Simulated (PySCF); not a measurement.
Species: C₈H₂₁BP (charge -1).
Geometry (PBE0-D3(BJ)/def2-SVP, Å), atoms numbered from 1 in this order:
```
atom  x, y, z in Å
B1    -0.0664    2.3010    0.2318
P2     0.1715    0.5919   -0.7436
C3     1.6301   -0.2664    0.1667
C4     2.7574    0.7695    0.1255
C5     2.0973   -1.4979   -0.6132
C6     1.3697   -0.6378    1.6234
C7    -1.4337   -0.3823   -0.3208
C8    -2.4584    0.1857   -1.3097
C9    -1.9649   -0.1654    1.0953
C10   -1.2902   -1.8771   -0.5976
H11   -1.1904    2.7268   -0.0731
H12    0.7916    3.0891   -0.1848
H13    0.0231    2.1669    1.4640
H14    2.9356    1.1176   -0.9058
H15    2.5030    1.6516    0.7299
H16    3.6973    0.3269    0.5079
H17    3.0367   -1.8996   -0.1841
H18    1.3545   -2.3084   -0.5980
H19    2.2815   -1.2384   -1.6679
H20    2.3086   -0.9540    2.1202
H21    0.6593   -1.4746    1.7126
H22    0.9604    0.2240    2.1721
H23   -3.4476   -0.2877   -1.1563
H24   -2.1424    0.0072   -2.3500
H25   -2.5679    1.2723   -1.1724
H26   -2.0361    0.9089    1.3182
H27   -2.9694   -0.6204    1.2071
H28   -1.3105   -0.6167    1.8543
H29   -0.6456   -2.3737    0.1441
H30   -0.8599   -2.0568   -1.5964
H31   -2.2789   -2.3747   -0.5560
```

Computed at PBE0/pcSseg-1 (PySCF, non-relativistic), with Q(11B) = 0.04059 b: B1, 11B (I = 3/2): χzz = 0.744 MHz, η = 0.163.

(1) Where would the pure quadrupole (NQR) lines of 11B at B1 fall for the rigid, isolated species?

Answers

(1) From ν = (|χ|/2)√(1 + η²/3): ν = 0.374 MHz (four-coordinate boron).

In a crystal, neighbours and librations shift these lines. The pcSseg-1 basis has no diffuse functions, a weakness for an anion. The small basis limits the accuracy of the gradients.

The run behind these numbers computed NMR shieldings as well. The run took 84 s on one thread of an Arm Neoverse V1 (shared host), and the process peaked at 1.6 GiB of memory.
